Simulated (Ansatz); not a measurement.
System: sum formula H$_{7}$Si$_{2}$N$_{2}$O, net charge -1, singlet state. It need not be the lowest isomer of its formula. Whether it binds its extra electron was not tested at this geometry. 
Geometry from a B3LYP-D3(BJ)/def2-TZVP (Ansatz, a first-principles code) optimisation:
```
O
Si 1 1.6091
N 2 1.7499 1 117.78
H 3 1.0122 2 114.60 1 66.12
H 3 1.0146 4 107.95 2 125.38
H 2 1.4909 1 112.16 3 -121.28
H 2 1.4963 6 107.84 3 -110.55
Si 1 1.7984 2 126.47 6 -75.10
N 8 1.8120 1 102.53 2 -82.05
H 9 1.0121 8 113.21 1 -84.40
H 9 1.0155 10 107.98 8 -132.22
H 8 1.5667 1 94.31 2 13.13
```
Charge -1, spin multiplicity 1.

Basis-set convergence of Hartree-Fock and CCSD(T) correlation energies (hartree) with Ansatz. Valence correlation only, unless marked. No spin-orbit coupling. No relativistic terms.

```
basis            functions       E(HF)  E(corr, CCSD(T))
---------------  ---------  ----------  ----------------
aug-cc-pV(D+d)Z        196  -765.85749          -0.87415
aug-cc-pV(T+d)Z        409  -765.93977          -1.03582
aug-cc-pV(Q+d)Z        740  -765.95843          -1.08635
```

Extrapolating the two largest sets (X = 3 and 4) as X^-3: E(corr) = (64·(-1.08635) - 27·(-1.03582))/37 = -1.1232 Eh, an estimate of the basis-set limit. The largest set recovers 96.7 % of it, the smallest 77.8 %.
